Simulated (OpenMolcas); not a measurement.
A calculation on Pt7+.

```json
{
 "Program": "OpenMolcas 26.06",
 "Method": "MS-CASPT2, IPEA 0.25 Eh, imaginary shift 0.1 Eh (closed shells correlated: 5s 5p)",
 "Basis": "ANO-RCC-VTZP [8s7p5d3f1g]",
 "Scalar Hamiltonian": "DKH2, point nucleus",
 "Active space": "3 electrons in 5 orbitals (5d)",
 "State averaging": "2S+1 = 4 even, 10 roots; 2S+1 = 2 even, 40 roots",
 "Spin-orbit coupling": "state interaction with AMFI integrals over the reference wave functions, term energies averaged over their components"
}
```

Which level of the active space comes out lowest?

5d³ ⁴F_3/2, with 76 % of that term.

How high does 5d³ ⁴F_5/2 lie?

10460 cm⁻¹ above the lowest level.

How high does 5d³ ²D_5/2(1) lie?

47900 cm⁻¹ above the lowest level.

How high does 5d³ ⁴F_7/2 lie?

17570 cm⁻¹ above the lowest level.

The level at 21220 cm⁻¹ has J = 9/2. What is it made of, and what is its g factor?

43 % 5d³ ⁴F_9/2, 39 % 5d³ ²G, 19 % 5d³ ²H; g = 1.168, against 1.334 from Landé's formula for the pure leading term.

CASPT2 does not keep the components of a term degenerate, so their means are used; among the terms shown or strongly mixed into the levels shown the widest spread is 490 cm-1 (5d³ ⁴F). Only configurations of the active space appear.

A number in round brackets counts repeated terms of one configuration in the order of the reference energies.
